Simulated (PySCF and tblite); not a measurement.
Values are calculated unless marked as measured or tabulated.
trans-1,2-dimethylcyclohexane, C₈H₁₆, numbered as in [CH3:1][C@@H:2]1[CH2:3][CH2:4][CH2:5][CH2:6][C@H:7]1[CH3:8].

Level: PBE0-D3(BJ)/pcSseg-1 (IEF-PCM, chloroform)//GFN2-xTB, thermal terms from GFN2-xTB, symmetry numbers and mirror pairs counted. Conformers within 3 kcal/mol (GFN2-xTB free energy) were kept, 10 at most. GIAO shieldings: PBE0/pcSseg-1 (IEF-PCM, chloroform). Shifts are against TMS (¹H), TMS (¹³C) at the same level; of two unlike H on one atom, a is the less shielded. (PySCF 2.14, tblite 0.8.)

Problem. List the conformer-averaged shifts at 298.15 K.

Solution. ¹H: 1.75 (H4a/H5a, 2H), 1.62 (H3a/H6a, 2H), 1.27 (H4b/H5b, 2H), 0.96 (H1/H8, 6H), 0.94 (H3b/H6b, 2H), 0.78 (H2/H7, 2H) ppm. ¹³C: 43.2 (C2/C7), 39.7 (C3/C6), 31.3 (C4/C5), 22.9 (C1/C8) ppm.

Problem. How do the conformers differ?

Solution. The 6-ring runs over atoms 2–3–4–5–6–7.
```json
{"conformer": "1", "shape": "6-ring chair (all substituents equatorial)", "weight %": "97.2"}
{"conformer": "2", "shape": "6-ring chair (C1, C8 axial)", "weight %": "2.8"}
```

```
 signal     1     2  average
  H1/H8  0.96  1.14     0.96
  H2/H7  0.76  1.49     0.78
H3a/H6a  1.62  1.80     1.62
H3b/H6b  0.93  1.27     0.94
H4a/H5a  1.75  1.51     1.75
H4b/H5b  1.27  1.40     1.27
  C1/C8  22.9  21.7     22.9
  C2/C7  43.3  37.1     43.2
  C3/C6  39.9  30.0     39.7
  C4/C5  31.5  24.3     31.3
```

Problem. Which signal moves most, for its nucleus, between 150 and 400 K through the change of populations alone?

Solution. H2/H7: 0.76 ppm at 150 K, 0.77 ppm at 200 K, 0.77 ppm at 250 K, 0.78 ppm at 298.15 K, 0.81 ppm at 400 K.

Shifts are unscaled: against experiment ¹³C can be off by 15 ppm or more and ¹H by 0.8 ppm.
